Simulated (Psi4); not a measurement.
Dimer: HF (SMILES F) (first 2 atoms) with H2 (SMILES [H][H]); geometry from B3LYP-D3(BJ)/def2-TZVP, rigid monomers moved along the line of their centres of mass till H2···H4 is 3.53 Å.
(charge 0, multiplicity 1):
```xyz
4

F     -0.08210     0.19386    -0.50397
H     -0.06940     0.09894     0.41765
H     -0.06866    -0.61680     3.87850
H      0.03037     0.11954     3.94904
```

The numbers are results of SAPT0/jun-cc-pV(D+d)Z run with Psi4 1.11, not measurements.

Problem. Give the four SAPT terms and the total, and say what mostly holds the pair together.

Solution. electrostatics -0.6, exchange 0.0, induction 0.0, dispersion -0.1, total -0.6 kJ/mol; the largest attraction is electrostatics.
